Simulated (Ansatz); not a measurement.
Cost and result up the ladder for SnH(OMe)3 (C3H10O3Sn) (17 atoms). Total charge 0; singlet. Geometry: PBE-D4/def2-SVP.

```csv
atom,x (Å),y (Å),z (Å)
Sn1,-0.191,-1.505,-0.455
H2,-0.406,-3.131,-0.948
O3,0.725,-0.422,-1.878
C4,0.374,0.944,-2.034
H5,0.696,1.272,-3.046
H6,0.884,1.603,-1.291
H7,-0.722,1.129,-1.953
O8,0.928,-1.392,1.211
C9,1.778,-0.271,1.391
H10,2.547,-0.536,2.149
H11,1.230,0.624,1.772
H12,2.313,0.031,0.460
O13,-1.955,-0.622,-0.068
C14,-2.020,0.358,0.955
H15,-3.086,0.491,1.241
H16,-1.639,1.353,0.620
H17,-1.457,0.074,1.875
```

Ansatz on 4 threads of Intel Xeon on a shared host. Times are rough, and most runs start from the orbitals of an earlier one. PBE0-D4/def2-TZVP serves as the yardstick here, not as an exact answer. Differences are given only for rows in sets of like size (and for xTB, whose basis is part of the method), since another set adds its own error. Binding counts from free atoms at the same level (Sn triplet, H doublet, O triplet, C triplet; other spins of the atoms weren't run), without zero-point energy or a counterpoise term.

In the def2 sets Sn takes a core potential, while STO-3G treats all electrons; there is no spin–orbit coupling. LC-ωPBE has ω = 0.4 bohr⁻¹. Correlated methods freeze 10 core orbitals; core or outer-core shells of Sn are correlated, in sets that lack core-valence functions. The rows differ in basis, and correlated rows in double-zeta sets carry the largest basis error.

Correlated methods converge slowly with the basis, most of all in double-zeta sets.

| level | functions | wall time | binding energy per atom (eV) | difference from PBE0-D4/def2-TZVP (eV) |
| --- | --- | --- | --- | --- |
| HF/STO-3G | 67 | 1 s | 3.22 | – |
| PBE-D4/def2-SVP | 160 | 2.8 s | 3.84 | – |
| PBE0-D4/def2-SVP | 160 | 4 s | 3.74 | – |
| PBE-D4/def2-TZVP | 296 | 4 s | 3.83 | 0.10 |
| HF/def2-TZVP | 296 | 6.5 s | 2.61 | -1.12 |
| LC-ωPBE/def2-TZVP | 296 | 7 s | 3.72 | -0.01 |
| PBE0-D4/def2-TZVP | 296 | 8.5 s | 3.73 | 0.00 |
| r2SCAN-D4/def2-TZVP (with forces) | 296 | 8.5 s | 3.75 | 0.02 |
| r2SCANh-D4/def2-TZVP | 296 | 11 s | 3.71 | -0.01 |
| MP2/def2-TZVP | 296 | 12 s | 3.66 | -0.06 |
| CCSD(T)/def2-SVP | 160 | 93 s | 3.54 | – |
